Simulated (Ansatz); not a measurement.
Conformers of propylene glycol (SMILES CC(O)CO), B3LYP-D3(BJ)/def2-TZVP minima from an xTB search, which can miss the lowest.
Conformer 1 (charge 0, multiplicity 1):
```csv
atom,x (Å),y (Å),z (Å)
C,-1.4751,-0.3656,-0.2258
C,-0.1430,0.3647,-0.2616
O,0.1649,0.9642,1.0068
C,1.0224,-0.5650,-0.5518
O,2.2547,0.1295,-0.5943
H,-2.2906,0.3233,0.0044
H,-1.4624,-1.1450,0.5379
H,-1.6915,-0.8256,-1.1925
H,-0.1587,1.1434,-1.0341
H,-0.4387,1.6967,1.1653
H,1.0403,-1.3555,0.2110
H,0.8872,-1.0348,-1.5270
H,2.2905,0.6697,0.2054
```
Conformer 2 (charge 0, multiplicity 1):
```tsv
atom	x (Å)	y (Å)	z (Å)
C	1.5562	-0.2582	-0.2305
C	0.2612	0.3841	0.2250
O	-0.0593	1.4306	-0.6821
C	-0.8873	-0.6129	0.2885
O	-2.1201	0.0386	0.6017
H	1.4318	-0.6998	-1.2209
H	2.3455	0.4910	-0.2890
H	1.8707	-1.0374	0.4665
H	0.4033	0.8058	1.2342
H	-0.9929	1.6410	-0.5456
H	-1.0341	-1.0630	-0.6946
H	-0.6661	-1.4094	1.0073
H	-2.1088	0.2895	1.5322
```

Frozen-core correlation. MP2 and its Hartree–Fock in cc-pVQZ are density fitted.

Run with Ansatz (a quantum-chemistry and plane-wave program) with Gaussian orbitals. Values without a source in brackets are computed.

The energy of conformer 2 above conformer 1 is E(conformer 2) − E(conformer 1). Total energies (hartree):

```tsv
level	conformer 2	conformer 1
HF/cc-pVTZ	-268.0788702	-268.0795035
MP2/cc-pVTZ	-269.0896391	-269.0896041
HF/cc-pVQZ	-268.0989156	-268.0996027
MP2/cc-pVQZ	-269.1812348	-269.1812860
CCSD(T)/cc-pVTZ	-269.1649853	-269.1649290
```

Q: Work out the energy of conformer 2 above conformer 1 at the basis-set limit: extrapolate the MP2 correlation part as X⁻³, take Hartree–Fock from the larger set, and add the CCSD(T) − MP2 difference of cc-pVTZ.

A: 
1. Differences (1 hartree = 627.509 kcal/mol): HF/cc-pVTZ 0.397; MP2/cc-pVTZ -0.022; HF/cc-pVQZ 0.431; MP2/cc-pVQZ 0.032; CCSD(T)/cc-pVTZ -0.035.
2. Correlation parts, MP2 less HF: -0.419 in cc-pVTZ (X = 3), -0.399 in cc-pVQZ (X = 4).
3. Limit (4³·(-0.399) − 3³·(-0.419))/(4³ − 3³) = -0.384; with HF/cc-pVQZ it gives 0.047.
4. CCSD(T) less MP2 in cc-pVTZ: -0.013.
Result: 0.03 kcal/mol, against -0.02 at MP2/cc-pVTZ. It is an estimate of this method's limit, not of the exact value.
